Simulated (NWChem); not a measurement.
System meant: C$_{2}$H$_{2}$N$_{3}$, doublet; SMILES [c]1ncn[nH]1

Here is an NWChem input.

```
start job
memory heap 200 mb stack 900 mb global 1100 mb
geometry units angstroms noautoz
  C     -1.140088     0.099551     0.000000
  N     -0.416232     1.157864     0.000000
  C      0.848515     0.641170     0.000000
  N      0.904055    -0.675362     0.000000
  N     -0.399747    -1.015728     0.000000
  H      1.747702     1.256227     0.000000
  H     -0.686027    -1.986432     0.000000
end
basis spherical
  * library def2-svp
end
dft
  odft
  mult 2
  xc b3lyp
  iterations 4
  mulliken
end
task dft energy
```

End of the output:

```
     --------------------------
     Expectation value of S2:
     --------------------------
      <S2> =      0.7539 (Exact =     0.7500)

 center of mass
 --------------
 x =  -0.02650397 y =   0.02370690 z =   0.00000000

 moments of inertia (a.u.)
 ------------------
         179.735512202961           0.000000000000           0.000000000000
           0.000000000000         156.291853829604           0.000000000000
           0.000000000000           0.000000000000         336.027366032565

     Multipole analysis of the density
     ---------------------------------

     L   x y z        total         alpha         beta         nuclear
     -   - - -        -----         -----         ----         -------
     0   0 0 0     -0.000000    -18.000000    -17.000000     35.000000

     1   1 0 0     -0.345900      1.051634     -1.397534      0.000000
     1   0 1 0     -0.851236     -0.779634     -0.071602     -0.000000
     1   0 0 1      0.000000     -0.000000      0.000000      0.000000

     2   2 0 0    -19.866682    -57.299950    -48.671674     86.104941
     2   1 1 0      4.330207     -0.338237     -1.856991      6.525435
     2   1 0 1     -0.000000      0.000000     -0.000000      0.000000
     2   0 2 0    -20.740730    -60.224205    -58.483824     97.967298
     2   0 1 1      0.000000     -0.000000      0.000000      0.000000
     2   0 0 2    -21.261842    -10.986642    -10.275200      0.000000

 ------------------------------------------------------------------------
 dft energy failed                                                                                  0
 ------------------------------------------------------------------------
 ------------------------------------------------------------------------
  current input line :
    22: task dft energy
 ------------------------------------------------------------------------
 ------------------------------------------------------------------------
 This type of error is most commonly associated with calculations not reaching convergence criteria
 ------------------------------------------------------------------------
 For more information see the NWChem manual at https://nwchemgit.github.io

0:dft energy failed:Received an Error in Communication
```

Find the fault in this run and fix the input.

The run did not converge; its last values are not results. Cause: the SCF was allowed too few iterations. This input runs:
```
start job
memory heap 200 mb stack 900 mb global 1100 mb
geometry units angstroms noautoz
  C     -1.140088     0.099551     0.000000
  N     -0.416232     1.157864     0.000000
  C      0.848515     0.641170     0.000000
  N      0.904055    -0.675362     0.000000
  N     -0.399747    -1.015728     0.000000
  H      1.747702     1.256227     0.000000
  H     -0.686027    -1.986432     0.000000
end
basis spherical
  * library def2-svp
end
dft
  odft
  mult 2
  xc b3lyp
  iterations 150
  mulliken
end
task dft energy
```
It converges to -241.37625 Ha (B3LYP/def2-SVP, spin-unrestricted).
